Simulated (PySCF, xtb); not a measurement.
CsBr, SMILES [Cs][Br].

GFN2-xTB (xtb) at its own geometry gives an orbital gap of 1.99 eV and a dipole moment of 9.81 D.

Coordinates come from a B3LYP-D3(BJ)/def2-TZVPD optimisation. The def2 effective core potentials stand for the cores of Cs; spin–orbit coupling is left out.

Task: What does r2SCAN/def2-TZVPD in PySCF give? (An estimate is asked for; the answer gives what the named calculation found.)

Result: gap 3.77 eV (levels -4.76 and -1.00 eV), dipole 11.19 D.
